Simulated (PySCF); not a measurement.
Compound: C4H5GaS.
SMILES: `[GaH2][c]1cccs1`

Jobs on this species (11 atoms, 76 electrons) with PySCF (density fitting). Hardware of each: Arm Neoverse V1, one thread (shared host). The host was shared with other jobs, so the times are rough.

Question: Rank these jobs by wall time, shortest first.
A. PBE0-D3(BJ)/def2-SVP, grid level 1; geometry optimisation from a GFN2-xTB start; 131 basis functions
B. BLYP/pcSseg-1; shieldings; 158 basis functions
C. PBE0/6-31G; shieldings, charges and field gradients; 86 basis functions

Answer: C (9.0 s), B (24 s), A (56 s).

All jobs:

```tsv
level and settings	work	basis functions	SCF cycles	wall time
PBE0/STO-3G	shieldings, charges and field gradients	52	29	6.7 s
PBE0/6-31G	shieldings, charges and field gradients	86	12	9.0 s
HF/pcSseg-1	shieldings	158	12	10 s
PBE0/6-31G*	shieldings, charges and field gradients	116	12	13 s
PBE0/def2-SVP	shieldings, charges and field gradients	131	12	13 s
BLYP/pcSseg-1	shieldings	158	15	24 s
OPBE/pcSseg-1	shieldings	158	14	24 s
PBE0/def2-TZVP	shieldings, charges and field gradients	239	12	35 s
PBE0-D3(BJ)/def2-SVP, grid level 1	geometry optimisation from a GFN2-xTB start	131	47	56 s
```

Question: What do all jobs in the table cost together?

Answer: About 3.2 min; the longest takes about 29 % of that, and about 8.4 times as long as the shortest.
